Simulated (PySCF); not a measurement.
C₄H₆BF, SMILES CB(CF)C#C.

Geometry: PBE0-D3(BJ)/def2-SVP. The structure was generated by enumeration, and PubChem lists no compound with its InChIKey, so it may never have been made. One conformer was computed; it need not be the lowest.

All values below come from PBE/def2-TZVP run with PySCF.

Symmetry labels are those of the subgroup Cs that the program uses (full group Cs).

Q: List the valence orbital energies around the gap with their symmetry. (An estimate is asked for; the answer gives what the named calculation found.)

A: 
| orbital | symmetry | energy (eV) |
|---|---|---|
| HOMO−7 | A' | -10.80 |
| HOMO−6 | A" | -9.91 |
| HOMO−5 | A' | -9.49 |
| HOMO−4 | A' | -8.84 |
| HOMO−3 | A" | -7.90 |
| HOMO−2 | A' | -7.40 |
| HOMO−1 | A" | -7.35 |
| HOMO | A' | -6.62 |
| LUMO | A" | -2.68 |
| LUMO+1 | A' | -0.29 |
| LUMO+2 | A' | 0.17 |
| LUMO+3 | A' | 1.07 |
